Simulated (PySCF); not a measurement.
Computed vibrations of [Tb(NH2)2]+

[Tb(NH2)2]+ (singlet in the valence; each metal's 4f electrons, 8 of them, lie in its core potential, out of spins and levels). PySCF 2.14.0, RKS PBE0, Tb lcecp-1-SVP with ECP54, N def2-SVP, H def2-SVP; non-relativistic Hamiltonian with scalar-relativistic core potentials where named; density fitting; no spin-orbit coupling. Central differences of gradients.

```xyz
7

Tb    0.0000    0.0000   -0.2086
N     1.7361    0.0000    0.9753
H     2.1479   -0.8099    1.4469
H     2.1479    0.8099    1.4469
N    -1.7361    0.0000    0.9753
H    -2.1479    0.8099    1.4469
H    -2.1479   -0.8099    1.4469
```

Run from Python with OMP_NUM_THREADS=2. Where DIIS fails, smearing, a level shift and second-order steps follow.
It took 62 s on 2 threads of Intel(R) Xeon(R) Platinum 8259CL CPU @ 2.50GHz (Skylake/Cascade Lake) (shared host).

**Question.** What are the harmonic wavenumbers and infrared intensities?

**Answer.** Modes are labelled in C2v; negative numbers are unstable modes, those under 60 cm⁻¹ near the noise; a finer grid moves soft modes by up to 10 cm⁻¹.
```csv
cm⁻¹,km/mol,symmetry
-387,–,b2
-386,–,a2
150,0.1,a1
359,0.0,a2
386,91.2,b2
545,181.7,b1
587,204.0,b1
608,184.7,a1
621,67.8,a1
1511,33.1,b1
1513,55.6,a1
3516,141.7,b1
3519,79.3,a1
3589,0.0,a2
3589,90.5,b2
```

**Question.** Is this a minimum?

**Answer.** No: 2 unstable; the lowest moves the atoms so:
```
Tb   0.00 -0.01  0.00
N    0.00  0.05  0.00
H    0.30 -0.03 -0.40
H   -0.30 -0.03  0.40
N    0.00  0.05  0.00
H    0.30 -0.03  0.40
H   -0.30 -0.03 -0.40
```

An lcecp potential fixes the number of 4f electrons, so in runs with it no electron can move into or out of that shell.
